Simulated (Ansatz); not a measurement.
System: sum formula H$_{4}$Si$_{2}$OCl, net charge 0, doublet state. It need not be the lowest isomer of its formula. 
Coordinates optimised at B3LYP-D3(BJ)/def2-TZVP (Ansatz, an electronic-structure program):
SMILES: [SiH3]O[SiH]Cl
```xyz
8

Si    -2.0895     0.1230    -0.1980
O     -0.6079     0.8466    -0.3020
Si     0.9579     0.7771     0.1410
Cl     1.5596    -1.2090     0.2743
H     -2.1072    -1.0912    -1.0406
H     -2.3734    -0.2397     1.2080
H     -3.0911     1.0943    -0.6818
H      1.7642     1.4153    -0.9357
```
Charge 0, spin multiplicity 2.

Atomisation energy built up term by term with Ansatz (kcal/mol; UHF references for open shells; valence terms freeze the core; atomic spin-orbit terms are left out). CBS marks a two-point X^-3 extrapolation of the correlation energy; Hartree-Fock from the larger set.

| term | basis | kcal/mol |
|---|---|---|
| Hartree-Fock | aug-cc-pV(Q+d)Z | … |
| CCSD correlation | CBS(aug-cc-pV(T+d)Z,aug-cc-pV(Q+d)Z) | … |
| (T) | CBS(aug-cc-pV(T+d)Z,aug-cc-pV(Q+d)Z) | 8.96 |
| core correlation | cc-pwCVTZ | 0.01 |
| scalar relativity (X2C) | cc-pVTZ-DK against cc-pVTZ | -1.87 |
| sum: De |  | … |

Problem. Some entries are withheld; supply them.

Solution. 
- Hartree-Fock, kcal/mol: 469.00
- CCSD correlation, kcal/mol: 144.80
- sum: De, kcal/mol: 620.9
